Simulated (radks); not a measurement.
Species: Ge3+. Configuration: [Ar] 3d10 4f1 (not the ground configuration). Calculated with a radial shooting solver on a logarithmic mesh with Libxc functionals: Dirac Kohn-Sham, BLYP, spin-unpolarised, spherical densities, point nucleus; open shells fill j = l - 1/2 first.

X-ray form factor f0, the Fourier transform of the density (f0(0) = 29):

sin(theta)/lambda (1/angstrom),f0 (electrons)
0.05,28.477
0.1,27.398
0.15,26.286
0.2,25.104
0.25,23.757
0.3,22.273
0.4,19.183
0.5,16.275
0.6,13.771
0.8,10.153
1,8.049
1.25,6.631
1.5,5.776
2,4.434
